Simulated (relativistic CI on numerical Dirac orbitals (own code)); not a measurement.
# Sensitivity of the levels of Ag³²⁺ to α and to the nuclear radius

Method of calculation: Dirac-Coulomb-Breit CI, orbitals from a KLI potential per configuration, derivatives by finite differences, unscaled Slater integrals, QED left out (own radial code, finite nucleus).

Configurations in the expansion (outside the closed core [Ne]): 3s2 3p3, 3s 3p4, 3s2 3p2 3d, 3p5, 3s 3p3 3d, 3p4 3d, 3s2 3p 3d2, 3s2 3d3, 3s 3p 3d3, 3p3 3d2, 3p2 3d3. Double excitations out of closed p, d and f shells are left out; levels of such configurations are missing from the list, as are those of other unlisted configurations, and high levels can miss mixing partners.

With x = (α/α₀)² − 1 an excitation energy changes as ω = ω₀ + qx; K = 2q/ω₀ is the relative enhancement. Terms are leading LS components, so labels can repeat. The field-shift factor is F = δν/δ⟨r²⟩ for the transition from the lowest level.

Lowest level 3s2 3p3 2P°_3/2.

| Level | ω₀ (cm⁻¹) | q (cm⁻¹) | F (GHz/fm²) |
| --- | --- | --- | --- |
| 3s2 3p3 2D°_3/2 | 279044 | 338000 | -7.03 |
| 3s2 3p3 2D°_5/2 | 334793 | 344100 | -7.16 |
| 3s2 3p3 2P°_1/2 | 402468 | 347600 | -8.85 |
| 3s2 3p3 2P°_3/2 | 685667 | 698400 | -18.5 |
| 3s 3p4 4P_5/2 | 977090 | 378000 | -332 |
| 3s2 3p2 3d 4F_3/2 | 1018551 | 105800 | -76.2 |
| 3s 3p4 4P_1/2 | 1134834 | 455500 | -344 |
| 3s 3p4 4P_3/2 | 1153513 | 381900 | -246 |
| 3s2 3p2 3d 4F_5/2 | 1180199 | 157800 | -26.9 |
| 3s 3p4 4P_3/2 | 1292279 | 613600 | -259 |
| 3s2 3p2 3d 2F_5/2 | 1317586 | 417600 | -63.3 |
| 3s2 3p2 3d 2P_3/2 | 1320137 | 416200 | -54.9 |
| 3s2 3p2 3d 4D_1/2 | 1326709 | 393100 | -38.8 |

At this charge energies of transitions that change n are usually good to better than 1 %, and those within a shell (Δn = 0) to a few per cent.

(1) Which transition from the lowest level has the largest |K|?

## Answers

(1) 3s2 3p3 2D°_3/2 at 279044 cm⁻¹, K = 2.42.
